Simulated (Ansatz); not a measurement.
**TiH: state-averaged CASSCF**

Computed with Ansatz's Gaussian-basis code (development build). State-averaged CASSCF with equal weights; occupations are averaged over the states; levels count from the state that is lowest in CASSCF. The basis is small, far from the limit. No symmetry is imposed, so a solution can break that of the shape. No proof that the lowest CASSCF solution was found. The average may hold one member of a degenerate pair alone.

Geometry: bond length 1.7800 Å.

Basis def2-SVP, nonrelativistic, 9 orbitals frozen in the corrections; active space CAS(5,7). Averaged: 2 quartets.

CASSCF levels: quartet 0.00, quartet 0.08 eV.

Problem. How does SC-NEVPT2 move them?

Solution. quartet 0.00, quartet 0.08 eV, in the same order of listing. The lowest state stays.

Geometry: bond length 2.6700 Å. A bond is stretched, to 1.40 times the sum of the covalent radii.

Basis def2-SVP, nonrelativistic, 5 orbitals frozen in the corrections; active space CAS(5,7). Averaged: 2 quartets.

CASSCF levels: quartet 0.00, quartet 0.02 eV.

Problem. How does SC-NEVPT2 move them?

Solution. quartet 0.00, quartet 0.02 eV, in the same order of listing. The lowest state stays.
